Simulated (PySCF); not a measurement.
**Electric field gradients and quadrupole coupling constants**

(LiBr)3 ring, Li3Br3.
Geometry (PBE0-D3(BJ)/def2-SVP, Å), atoms numbered from 1 in this order:
```
atom  x, y, z in Å
Li1    1.5558    1.2321    0.1451
Br2   -0.0308    1.8778    1.7319
Li3   -1.6309    0.2853    1.1431
Br4   -2.0205   -1.5691   -0.2160
Li5    0.0660   -1.5086   -1.2730
Br6    2.0605   -0.3174   -1.5310
```

Field gradients from the PBE0/pcSseg-1 density (PySCF, non-relativistic), principal values in atomic units, ordered |Vxx| ≤ |Vyy| ≤ |Vzz|:

```csv
atom,Vxx,Vyy,Vzz
Li1,0.0179,0.0181,-0.0360
Br2,0.1447,0.7120,-0.8567
Li3,0.0174,0.0182,-0.0356
Br4,0.1612,0.7011,-0.8623
Li5,0.0176,0.0185,-0.0362
Br6,0.1893,0.6802,-0.8695
```

Q: Find the asymmetry η = (Vxx − Vyy)/Vzz and the couplings χ = eQV/h (234.96 MHz × Q in barn × V in au), with Q(7Li) = −0.04 b, Q(79Br) = 0.313 b.

A: 
```
atom             environment  nucleus     η  χzz (MHz)  χxx (MHz)  χyy (MHz)
 Li1  lithium bonded to 2 Br      7Li  0.01      0.338     -0.168     -0.171
 Br2  bromine bonded to 2 Li     79Br  0.66     -63.00      10.64      52.36
 Li3  lithium bonded to 2 Br      7Li  0.02      0.335     -0.164     -0.171
 Br4  bromine bonded to 2 Li     79Br  0.63     -63.42      11.85      51.56
 Li5  lithium bonded to 2 Br      7Li  0.02      0.340     -0.166     -0.174
 Br6  bromine bonded to 2 Li     79Br  0.56     -63.95      13.92      50.02
```

The gradient is axial or nearly so (η below 0.05) at Li1, Li3 and Li5. The tensor is traceless: Vxx + Vyy + Vzz = 0.

Q: What is Vzz at Br6 in SI units (1 au = 9.71736 × 10²¹ V/m²)?

A: -0.8695 au = -8.449 × 10²¹ V/m².

The structure is a single PBE0-D3(BJ)/def2-SVP conformer in the gas phase; no vibrational or solvent corrections. The calculation is non-relativistic, for bromine too. The small basis limits the accuracy of the gradients.
